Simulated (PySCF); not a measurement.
Atoms are numbered as in `[CH3:1][O:2][B:3]([F:4])[PH2:5]`. Hydrogens are named by the atom that carries them.

Geometry: PBE0-D3(BJ)/def2-SVP; GIAO shifts from PySCF 2.14.0 with density-fitted response routines, gas phase, non-relativistic, averaged over equivalent atoms.

At PBE0/6-311+G(2d,p) (173 basis functions, 26 s wall time on 1 thread of an Arm Neoverse N1, shared host):
| atoms | δ (ppm) |
| --- | --- |
| C1 | 49.7 |
| O2 | 119.1 |
| B3 | 32.2 |
| F4 | -74.6 |
| P5 | -278.3 |
| H(C1) | 3.72 |
| H(P5) | 2.01 |

References, each an isolated molecule treated in the same way: ¹³C (σ = 186.44 ppm), ¹H (σ = 31.51 ppm) vs TMS; ¹⁷O (σ = 326.57 ppm) against H2O; ¹¹B (σ = 102.42 ppm) vs BF3·OEt2; ¹⁹F (σ = 174.75 ppm) vs CFCl3; ³¹P (σ = 297.00 ppm) vs H3PO4.

Q: What do these become at PBE0/IGLO-III?

A: 
```tsv
atoms	δ at PBE0/IGLO-III	change
C1	51.4	+1.7
O2	121.8	+2.7
B3	34.0	+1.8
F4	-70.2	+4.4
P5	-274.4	+3.9
H(C1)	3.73	+0.01
H(P5)	1.95	-0.06
```

δ = σ(ref) − σ, references computed at the same level: ¹³C (σ = 183.78 ppm), ¹H (σ = 31.37 ppm) against TMS; ¹⁷O (σ = 327.19 ppm) vs H2O; ¹¹B (σ = 99.94 ppm) against BF3·OEt2; ¹⁹F (σ = 174.63 ppm) against CFCl3; H3PO4 for ³¹P (σ = 306.76 ppm).

The largest change is at F4 (fluorine bonded to B). Cost: 234 basis functions, 36 s wall time on 1 thread of an Arm Neoverse N1, shared host.

Unscaled 19F shifts against computed CFCl3 carry errors that often reach 10 to 50 ppm. Experimental scales use liquid or dissolved standards, which lie at an offset from isolated H2O (liquid H2O: subtract about 36 ppm) and H3PO4.
